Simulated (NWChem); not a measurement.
System: C₃H₆OSi; SMILES C=C=C[SiH2]O

```xyz
11

C      0.6330     2.4065     0.0289
C     -0.2620     1.4483    -0.0021
C     -1.0841     0.4305    -0.0282
Si    -0.3679    -1.3037     0.0457
O      1.2876    -1.1862     0.1329
H      0.9524     2.8522     0.9768
H      1.0562     2.8145    -0.8951
H     -2.1661     0.6086    -0.0923
H     -0.7719    -2.0672    -1.1721
H     -0.9046    -2.0177     1.2422
H      1.6275    -0.2837     0.1394
```
Atoms are numbered in this order, from 1.

Structure relaxed at the PBE0/def2-SVP level. B3LYP is NWChem's, with the RPA form of VWN correlation.

**Question.** Give the principal values of the shielding tensors (ppm) of C1, C2, C3, Si4, O5 from B3LYP/6-311G** (spherical d), GIAO (NWChem), with their diamagnetic and paramagnetic parts as GIAO splits them.

**Answer.** 
```
atom    σ11    σ22    σ33  isotropic  diamagnetic  paramagnetic
----  -----  -----  -----  ---------  -----------  ------------
C1     21.9  145.3  166.2      111.1        257.6        -146.5
C2    -71.7  -63.9   16.5      -39.7        258.4        -298.2
C3     18.7  129.9  157.4      102.0        261.6        -159.6
Si4   326.1  375.1  429.1      376.7        879.1        -502.4
O5    303.7  336.6  369.3      336.5        390.7         -54.2
```
